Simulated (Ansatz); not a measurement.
Reaction (redistribution): `Cl[SiH2][O][GeH3]` + `[F][InH][Cl]` → `F[SiH2][O][GeH3]` + `[Cl][InH][Cl]`

Calculated with Ansatz (gas phase, PBE0-D4/def2-TZVP geometries, no zero-point term in ΔE). CBS: MP2 limit from def2 TZ/QZ plus the TZ coupled-cluster correction, frozen cores. Elements past krypton have def2 core potentials. For Ge, In outer-core shells are correlated without core-valence functions, which leaves a few kJ/mol of doubt a bond. Scalar relativity is left out up to krypton. One conformer a species, not always the lowest.

| species | MP2/CBS(def2) energy (Eh) |
| --- | --- |
| `Cl[SiH2][O][GeH3]` | -2903.18609 |
| `[F][InH][Cl]` | -750.01725 |
| `F[SiH2][O][GeH3]` | -2543.23423 |
| `[Cl][InH][Cl]` | -1110.00699 |

(1) Work out ΔE.

(2) What do rigid-rotor, harmonic-oscillator terms from PBE0-D4/def2-TZVP frequencies (298.15 K, 1 bar) make of the CCSD(T)/CBS value? (Best estimate.)

Largest T1 diagnostic among the species: 0.015.

Results:

(1) ΔE = (-2543.23423) + (-1110.00699) − (-2903.18609) − (-750.01725) = -0.03788 Eh = -23.8 kcal/mol. CCSD(T)/CBS gives -23.8 kcal/mol.

(2) Ansatz gave: ΔZPE = +0.4 kcal/mol, ΔH = -23.5 kcal/mol, ΔS = -7 J/(mol·K), ΔG = -23.0 kcal/mol. Modes under 50 cm⁻¹ make the entropy rough.

Leaving LDA and LC-ωPBE aside and taking each functional with its dispersion term where it has one, the values, not all of them listed here, spread over 6.0 kcal/mol, from BHLYP-D4 to revPBE-D4. LDA lies −1.4 kcal/mol from PBE without D4. At CCSD(T), def2-SVP lies +0.8 kcal/mol from the extrapolated value and def2-TZVPP −0.8 kcal/mol. From BLYP to BHLYP (50 % exact exchange), in def2-TZVPP and without D4, ΔE moves by −3.8 kcal/mol.
